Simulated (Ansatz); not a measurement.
Consider the ligand exchange at a Ge–S bond: `S[S][GeH3]` + `CC=N` → `C/C=[N]\[GeH3]` + `SS`.

Program: Ansatz. Geometries: PBE0-D4/def2-TZVP. ΔE: electronic, gas phase. CCSD(T)/CBS is the MP2 limit (def2-TZVPP, def2-QZVPP) plus CCSD(T) − MP2 in def2-TZVPP, frozen cores. This one scheme is used for every species. DFT in def2-TZVPP. B3LYP here is the variant with VWN-RPA as its local correlation; programs differ in this. For Ge outer-core shells are correlated without core-valence functions, which leaves a few kJ/mol of doubt a bond. Scalar relativity is left out up to krypton. Each species was taken in one conformer, which may not be the lowest.

```tsv
level	ΔE (kJ/mol)
r2SCAN-D4	56.7
PBE0-D4	59.4
ωB97X-V	53.8
PBE0	59.8
B3LYP	55.6
MP2/def2-TZVPP	53.6
CCSD/def2-TZVPP	52.8
HF/CBS(def2)	53.7
```

(1) What does CCSD(T)/CBS give? (Best estimate.)

Largest T1 diagnostic among the species: 0.013.

Answers

(1) Ansatz gave: +54.5 kJ/mol. The listed levels differ from it by 2.2, 4.9, -0.7, 5.3, 1.1, -0.9, -1.7, -0.8 kJ/mol.
